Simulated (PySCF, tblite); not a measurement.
Isomers of C4H5ClF4O2S. Computed values, GFN2-xTB/tblite, gas phase, harmonic and unscaled. The method is semi-empirical: single wavenumbers can be off by several per cent or more. One conformer each.

Electronic energies: PBE0/pcSseg-1 single points on the GFN2-xTB geometries (PySCF, gas phase).

```csv
SMILES,"electronic energy, lowest = 0 (kcal/mol)"
C[C@@H]([C@H](F)C(F)(F)F)S(=O)(=O)Cl,5.2
C[C@](F)(CC(F)(F)F)S(=O)(=O)Cl,0.0
C[C@@H]([C@H](F)S(=O)(=O)Cl)C(F)(F)F,4.3
```

Q: How do GFN2-xTB zero-point energies change the relative energies?

A: 
```tsv
SMILES	ZPE (kcal/mol)	of it from modes above 1550 cm⁻¹	electronic (kcal/mol)	with ZPE, lowest = 0 (kcal/mol)	lowest mode (cm⁻¹)	rings
C[C@](F)(CC(F)(F)F)S(=O)(=O)Cl	61.4	21.5	0.0	0.0	39	0
C[C@@H]([C@H](F)S(=O)(=O)Cl)C(F)(F)F	61.8	21.6	4.3	4.8	21	0
C[C@@H]([C@H](F)C(F)(F)F)S(=O)(=O)Cl	61.8	21.5	5.2	5.7	41	0
```

The zero-point energies span 0.4 kcal/mol, from `C[C@](F)(CC(F)(F)F)S(=O)(=O)Cl` to `C[C@@H]([C@H](F)C(F)(F)F)S(=O)(=O)Cl`. The order is unchanged.

Q: And how do the electronic energies of GFN2-xTB itself compare?

A: `C[C@](F)(CC(F)(F)F)S(=O)(=O)Cl` 0.0; `C[C@@H]([C@H](F)S(=O)(=O)Cl)C(F)(F)F` 4.5; `C[C@@H]([C@H](F)C(F)(F)F)S(=O)(=O)Cl` 4.2 kcal/mol, lowest = 0. Against the energies above, taken from the same isomer `C[C@](F)(CC(F)(F)F)S(=O)(=O)Cl`, the largest difference is 1.0 kcal/mol.
